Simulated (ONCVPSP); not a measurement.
# Cutoff test, cadmium (Cd), ONCV

- Element: Cd (Z = 48)
- Generator: ONCVPSP 4.0.1
- Type: optimised norm-conserving Vanderbilt (ONCV)
- Functional: PBE
- Relativity: scalar-relativistic
- Frozen core: [Ar] 3d10
- Valence charge: 20
- Reference configuration: 4s2 4p6 4d10 5s1.5 5p0.5
- Partial waves: 4s+5s: rc 1.70 bohr, ncon 3, nbas 7, qcut 9.1 1/bohr, 2 projectors; 4p+5p: rc 1.45 bohr, ncon 4, nbas 7, qcut 10.4 1/bohr, 2 projectors; 4d: rc 1.30 bohr, ncon 4, nbas 9, qcut 7.3 1/bohr, 1 projector
- Local potential: polynomial inside 1.10 bohr (lpopt 5, dvloc0 -1 Ha)
- Core correction: Teter function, fcfact 6, rcfact 1.55

Problem. For each optimised wave give the share of its norm inside rc, the residual kinetic energy above qcut (Ha) and the cutoffs (Ha) for errors of 10, 1, 0.1 and 0.01 mHa per electron.

Solution.

```
wave  norm inside rc  residual KE  10 mHa  1 mHa  0.1 mHa  0.01 mHa
  4s           0.987      2.1e-08    17.0   24.1     29.4      33.3
  5s           0.111      1.6e-08     7.5   21.4     27.7      32.4
  4p           0.911      1.6e-07    15.5   20.9     37.1      43.5
  5p           0.017      4.2e-08    10.1   14.8     28.1      39.7
  4d           0.594      5.3e-03    24.6   69.4    174.0     199.6
```

The occupied waves need 69 Ha and 174 Ha for 1 and 0.1 mHa.
